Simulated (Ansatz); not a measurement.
Wavefunction ladder for C3H4BrNO, SMILES `CC(=O)C(=N)Br`

```xyz
10

C     0.985   -1.034    0.086
C     0.556    0.274   -0.501
O     1.206    0.906   -1.285
C    -0.803    0.782   -0.031
N    -1.482    0.126    0.786
Br   -1.323    2.455   -0.798
H     1.961   -1.299   -0.315
H     0.250   -1.807   -0.146
H     1.021   -0.963    1.175
H    -2.370    0.560    1.028
```

Charge 0, multiplicity 1. Correlated methods include outer-core shells of Br, which these sets cover unevenly. Scalar relativity is left out up to krypton. All single points use the PBE0-D4/def2-TZVP geometry. It is one conformer, not always the lowest. Frozen core, restricted reference, the Gaussian-basis code of Ansatz.

```csv
basis,HF (Eh),MP2 corr.,CCSD corr.,(T),CCSD(T) total
def2-SVP,-2817.13587,-0.97208,-1.00207,?,?
def2-TZVPP,?,?,-1.20825,?,?
def2-QZVPP,-2817.79863,-1.56844,–,–,–
```

(1) Fill in the withheld values. (Estimate.)

## Answers

(1) Computed: def2-SVP (T): -0.03450; def2-SVP CCSD(T) total: -2818.17244; def2-TZVPP HF (Eh): -2817.73853; def2-TZVPP MP2 corr.: -1.18771; def2-TZVPP (T): -0.05487; def2-TZVPP CCSD(T) total: -2819.00165.
